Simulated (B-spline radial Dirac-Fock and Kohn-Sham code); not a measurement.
## The L3 (2p3/2) hole of manganese ions: width and yield against charge

Level of theory: independent-particle rates on relativistic LDA orbitals of the hole state (multipoles up to L = 3, Coulomb Auger matrix elements, transition energies from Dirac-Fock); a B-spline atomic structure program. Tabulated ground configurations, configuration averages; single configurations, so decays that open only by mixing (as 1s 2s² with 1s 2p² in Be-like ions) are missing and such tiny yields are far too low.

| ion | configuration | radiative (eV) | non-radiative (eV) | yield |
| --- | --- | --- | --- | --- |
| Mn | [Ar] 3d5 4s2 | 0.00150 | 0.371 | 0.00402 |
| Mn⁺ | [Ar] 3d5 4s1 | 0.00151 | 0.373 | 0.00404 |
| Mn²⁺ | [Ar] 3d5 | 0.00153 | 0.376 | 0.00407 |
| Mn³⁺ | [Ar] 3d4 | 0.00139 | 0.369 | 0.00376 |
| Mn⁴⁺ | [Ar] 3d3 | 0.00119 | 0.358 | 0.00331 |
| Mn⁵⁺ | [Ar] 3d2 | 0.000924 | 0.345 | 0.00267 |
| Mn⁶⁺ | [Ar] 3d1 | 0.000589 | 0.332 | 0.00177 |
| Mn⁷⁺ | [Ne] 3s2 3p6 | 0.000180 | 0.322 | 0.000559 |
| Mn¹⁰⁺ | [Ne] 3s2 3p3 | 0.000213 | 0.105 | 0.00202 |
| Mn¹¹⁺ | [Ne] 3s2 3p2 | 0.000225 | 0.0533 | 0.00421 |
| Mn¹²⁺ | [Ne] 3s2 3p1 | 0.000238 | 0.0184 | 0.0128 |
| Mn¹³⁺ | [Ne] 3s2 | 0.000252 | 0.00417 | 0.0569 |
| Mn¹⁴⁺ | [Ne] 3s1 | 0.000130 | 0 | 1.00 |

Values without a named source are computed, but for edge energies of neutral atoms, which are taken from tables.
